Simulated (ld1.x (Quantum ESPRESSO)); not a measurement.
What one change does to a pseudopotential (Sn (Z = 50), TM)

Sn, norm-conserving Troullier–Martins (Kleinman–Bylander form), made with ld1.x (Quantum ESPRESSO) 7.5 (PBEsol, scalar-relativistic). Core [Kr], reference 4d10 5s2 5p1 (charge +1). Waves: 5s (bound): rc 1.75 bohr; 4d (bound): rc 1.35 bohr; 5p (bound): rc 1.80 bohr. Local part: the p channel. Core correction: a·sin(br)/r model core, default radius (core density twice the valence density).

Change: all radii but the core radius scaled by about 0.92 (s 1.62, p 1.66, d 1.24 bohr).

Cutoffs: the cutoffs (Ry, on a coarse ladder) from which the occupation-weighted sum of valence levels, in a spherical-Bessel basis at the reference potential, stays within 10 and 1 mRy of its value at 400 Ry; they do not see the model core or the augmentation charge, which bear on the density cutoff. Errors are all-electron minus pseudo energies relative to the spin-unpolarised reference configuration.

**Question.** What does the change do?

**Answer.** The potential gets neither clearly harder nor softer (90 Ry and 160 Ry → 100 Ry and 160 Ry); both files keep a bound ghost (s); of the 7 tests that both files solve, the error grows in 2 and shrinks in 4 by more than 15 % and 0.3 meV (median size 5.1 → 6.7 meV).

| quantity | base | changed |
| --- | --- | --- |
| cutoff, loose | 90 Ry | 100 Ry |
| cutoff, tight | 160 Ry | 160 Ry |
| loose cutoff by channel (10 mRy a level) | s 18 Ry, d 80 Ry, p 25 Ry | s 25 Ry, d 80 Ry, p 40 Ry |
| bound ghosts | s | s |
| error for 4d10 5s2 5p2, meV [ΔE -6.90 eV] | +3.0 | +4.7 |
| error for 4d10 5s2 5p0, meV [ΔE 13.97 eV] | -5.1 | -3.5 |
| error for 4d10 5s1 5p0, meV [ΔE 44.99 eV] | -31 | -21 |
| error for 4d9 5s2 5p2, meV [ΔE 25.75 eV] | -351 | -178 |
| error for 4d9 5s2 5p3, meV [ΔE 17.50 eV] | -376 | -213 |
| error for 4d10 5s1 5p3, meV [ΔE 0.11 eV] | -0.5 | -0.5 |
| error for 4d10 5s2 5p2.3, meV [ΔE -7.75 eV] | +4.3 | +6.7 |

 A true bound ghost makes a file unfit for plane-wave use even where its test errors are small: the radial tests pick states by their node count and pass the ghost by.
